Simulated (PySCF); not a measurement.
H₂S₂Zn, SMILES [SH][Zn][SH]. Geometry: r2SCAN-D4/def2-TZVP. One conformer was computed; it need not be the lowest.

Question: Give the equilibrium geometry at r2SCAN-D4/def2-TZVP (PySCF confirms it by a frequency run) as a Z-matrix, and its point group. (The exact figures need the calculation; the answer reports its results.)

Answer: One answer among several that fit: point group C2.
```
Zn
S 1 2.1513
H 2 1.3462 1 92.41
S 1 2.1513 3 149.47 2 178.37
H 4 1.3462 1 92.41 3 91.01
```
